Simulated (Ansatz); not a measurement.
Basis-set extrapolation for CH$_{8}$B$_{2}$Si$_{2}$ (PBE0-D4/def2-TZVP geometry, frozen core, Ansatz 0.2.0). Multiplicity 1, RHF reference.

```tsv
	def2-TZVPP	def2-QZVPP
HF	-669.724695	-669.746601
MP2 correlation	-0.656832	-0.698052
CCSD(T) correlation	-0.745708	not run
```

Energies in hartree. Use E(X) = E(∞) + A·exp(−7.88·√X) for Hartree–Fock and E(X) = E(∞) + B·X^(−2.97) for correlation, with X = 3 and 4, and add CCSD(T) minus MP2 of the smaller set to the MP2 limit.

Question: What is the CCSD(T) energy at the basis-set limit?

Answer: HF limit: -669.746601 + (-0.021906) × 0.13774 = -669.74962. MP2 limit: -0.698052 + (-0.041220) × 0.74074 = -0.72859. Higher-order term: -0.745708 − (-0.656832) = -0.08888. Total: -670.56709 hartree, 253.9 kJ/mol below CCSD(T)/def2-TZVPP.
